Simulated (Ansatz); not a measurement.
Reaction (ligand exchange at the Si–O bond): `NC(O)O[SiH3]` + `O[SiH2]S` → `O[SiH2]S[SiH3]` + `NC(O)O`

Isolated molecules relaxed with PBE0-D4/def2-TZVP in Ansatz; ΔE leaves out vibrations. CCSD(T)/CBS adds triple-zeta CCSD(T) − MP2 to the extrapolated MP2 energy (def2 sets, frozen cores). DFT in def2-TZVPP. B3LYP here is the variant with VWN-RPA as its local correlation; programs differ in this. Each species was taken in one conformer, which may not be the lowest.

(1) Is it downhill or uphill in electronic energy at CCSD(T)/CBS, and by how much? (Estimate.)

(2) What do these levels give: B3LYP-D4, B3LYP, MP2/def2-TZVPP, HF/def2-QZVPP, SCS-MP2/def2-QZVPP, MP2/CBS(def2)? (An estimate is asked.)

Largest T1 diagnostic among the species: 0.012.

Answers

(1) Computed: Uphill: ΔE = +0.21 eV.

(2) Ansatz gave: B3LYP-D4 0.25, B3LYP 0.28, MP2/def2-TZVPP 0.21, HF/def2-QZVPP 0.41, SCS-MP2/def2-QZVPP 0.26, MP2/CBS(def2) 0.18 eV.

The D4 term adds −0.04 eV with B3LYP and −0.02 eV with PBE0; it sums over pairs of atoms, weighted by their polarisabilities, and B3LYP, whose exchange is more repulsive, gets the larger term. In def2-TZVPP, CCSD(T) changes the Hartree–Fock value by −0.15 eV (the triples alone add −0.03 eV) and MP2 by −0.18 eV.
